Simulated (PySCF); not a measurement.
Field gradients at the hydrogen positions

C₈H₈O.
Cartesian coordinates in Å at the GFN2-xTB level; atoms count from 1:
```xyz
17
C8H8O angstrom
C      4.1479   -0.7705   -0.1655
C      2.8041   -0.2969    0.0445
C      1.6673    0.0759    0.2178
C      0.4156    0.5982    0.4352
C     -0.9385    0.4111    0.4668
C     -2.0426   -0.5451    0.2860
C     -3.4050    0.1299    0.4155
C     -0.4533    1.7013    0.7866
O     -0.5862    2.8470    1.1054
H      4.1580   -1.5734   -0.9029
H      4.7825    0.0448   -0.5133
H      4.5502   -1.1503    0.7740
H     -1.9409   -1.0232   -0.6941
H     -1.9386   -1.3346    1.0388
H     -4.2025   -0.6004    0.3005
H     -3.5231    0.8969   -0.3461
H     -3.5019    0.6013    1.3905
```

Level: PBE0/pcSseg-1 (PySCF, non-relativistic); Q(2H) = 0.00286 b; rigid geometry, the same for H and D, with no vibrational averaging.

Question: Rank these positions by the coupling χzz of a deuteron there, largest first.
A. H14 (methylene hydrogen)
B. H16 (methyl hydrogen)
C. H11 (methyl hydrogen)

Answer: B (210 kHz), C (206 kHz), A (199 kHz).

Question: Tabulate Vzz, the asymmetry η and χzz = 234.96 MHz × Q × Vzz for every hydrogen position.

Answer: 
| atom | bonded to | bond length (Å) | Vzz (au) | η | χzz (kHz) |
| --- | --- | --- | --- | --- | --- |
| H10 | C1 | 1.090 | 0.3067 | 0.03 | 206 |
| H11 | C1 | 1.090 | 0.3063 | 0.03 | 206 |
| H12 | C1 | 1.090 | 0.3068 | 0.03 | 206 |
| H13 | C6 | 1.095 | 0.2968 | 0.03 | 199 |
| H14 | C6 | 1.096 | 0.2963 | 0.03 | 199 |
| H15 | C7 | 1.087 | 0.3146 | 0.03 | 211 |
| H16 | C7 | 1.087 | 0.3125 | 0.03 | 210 |
| H17 | C7 | 1.087 | 0.3121 | 0.03 | 210 |

Question: Give the 2H NMR doublet splittings at H15 for a magnetic field along the z, y and x axes of the gradient: 3χ/2, 3χ(1 + η)/4, 3χ(1 − η)/4.

Answer: With |χ| = 211.4 kHz and η = 0.026: 317, 163 and 154 kHz, to first order and without motion.

Isolated species at its GFN2-xTB geometry (one conformer only). GFN2-xTB bond lengths can be off by several hundredths of an ångström, more for odd bonds, and the gradients follow them. A larger basis could move these couplings by a tenth or more.

The run behind these numbers computed NMR shieldings as well. On an Arm Neoverse V2 with one thread (shared host), this took 29 s wall.
